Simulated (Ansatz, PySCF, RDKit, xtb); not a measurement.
Noncovalent pair: CH3Cl (SMILES CCl) (first 5 atoms) with CHN (SMILES C#N); geometry from B3LYP-D3(BJ)/def2-TZVP, rigid monomers moved along the line of their centres of mass till H5···N7 is 2.39 Å.
(charge 0, multiplicity 1):
```xyz
8

C      0.542    -0.460     1.100
Cl    -1.004     0.406     1.419
H      0.304    -1.393     0.600
H      1.154     0.174     0.466
H      1.029    -0.642     2.053
C     -0.062     0.133     4.359
N      0.947    -0.407     4.431
H     -1.000     0.633     4.270
```

Counterpoise-corrected where a basis set is named; no monomer relaxation. Rows marked so take none. RDKit's UFF carries no charges.

Rows in STO-3G carry no dispersion term and start afresh at each structure.

Programs: Ansatz (an electronic-structure program); PySCF for STO-3G rows, the dispersion terms; RDKit for the force fields; xtb for the GFN methods. Each number belongs to the level named beside it.

**Question.** One of these levels gives 12.8 kJ/mol for the interaction energy. Which one is it?
(A) HF/STO-3G (no counterpoise)
(B) r2SCAN-D3(BJ)/def2-TZVPPD
(C) UFF
(D) GFN-FF

**Answer.** C, UFF. The others give -7.3 (GFN-FF), -0.4 (HF/STO-3G (no counterpoise)), -11.2 (r2SCAN-D3(BJ)/def2-TZVPPD)
